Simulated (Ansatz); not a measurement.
Program: Ansatz. Geometries: PBE0-D4/def2-TZVP. ΔE: electronic, gas phase. CCSD(T)/CBS is the MP2 limit (def2-TZVPP, def2-QZVPP) plus CCSD(T) − MP2 in def2-TZVPP, frozen cores. This one scheme is used for every species. DFT in def2-TZVPP. HSE06 is defined as in plane-wave codes. def2 core potentials past Kr. For Sn outer-core shells are correlated without core-valence functions, which leaves a few kJ/mol of doubt a bond. One conformer a species, not always the lowest.

Consider the ligand exchange at the Sn–Cl bond: `[OH][Sn][Cl]` + CH₃OH → `C[O][Sn][OH]` + HCl.

```tsv
level	ΔE (kcal/mol)	difference from CCSD(T)/CBS
PBE-D4	14.8	0.3
r2SCAN-D4	15.1	0.6
PBE0-D4	16.3	1.8
r2SCANh-D4	15.7	1.2
r2SCAN0-D4	16.4	1.9
CAM-B3LYP-D4	14.1	-0.4
ωB97X-V	14.6	0.1
ωB97M-V	14.9	0.4
PBE	15.5	1.0
r2SCANh	15.9	1.4
HSE06	17.0	2.5
HF/def2-SVP	18.6	4.1
CCSD(T)/def2-SVP	12.4	-2.1
MP2/def2-TZVPP	13.7	-0.8
HF/def2-QZVPP	19.0	4.5
MP2/def2-QZVPP	14.3	-0.2
CCSD(T)/CBS	14.5	0
```

Largest T1 diagnostic among the species: 0.017.

From r2SCAN to r2SCAN0 (25 % exact exchange), in def2-TZVPP and without D4, ΔE moves by +1.3 kcal/mol. Leaving LDA and LC-ωPBE aside and taking each functional with its dispersion term where it has one, the values, not all of them listed here, spread over 2.9 kcal/mol, from BLYP-D4 to HSE06-D4. LDA lies −1.9 kcal/mol from PBE without D4.
